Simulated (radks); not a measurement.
Initial-state core-level shifts of the scandium ion Sc+ when its valence configuration changes from [Ar] 3d1 4s1. Method: non-relativistic Kohn-Sham, SCAN, spin-polarised, spherical densities, point nucleus; open shells are filled with parallel spins first; meta-GGA in the generalised Kohn-Sham scheme; computed with a radial shooting solver on a logarithmic mesh with Libxc functionals. Shifts are changes of the shell-averaged eigenvalues in eV (positive: less bound); the change of the density at the nucleus, which sets a Mossbauer isomer shift, is in e/bohr^3, on a base of 6183.

valence,1s,2s,2p,3p,density at nucleus
3d2,+4.349,+5.051,+5.004,+4.217,-3.8980
3d1 4p1,-1.211,-1.176,-1.175,-1.177,-3.0426
4s1 4p1,-6.844,-7.791,-7.724,-6.266,+1.7409
3d1 4s0.5 4p0.5,-0.618,-0.605,-0.604,-0.603,-1.5826
3d0.5 4s0.5 4p1,-3.896,-4.324,-4.291,-3.646,-0.8515
3d0.5 4s1 4p0.5,-3.266,-3.702,-3.670,-3.047,+0.7509
3d1.5 4s0.5,+2.324,+2.703,+2.677,+2.223,-2.1141
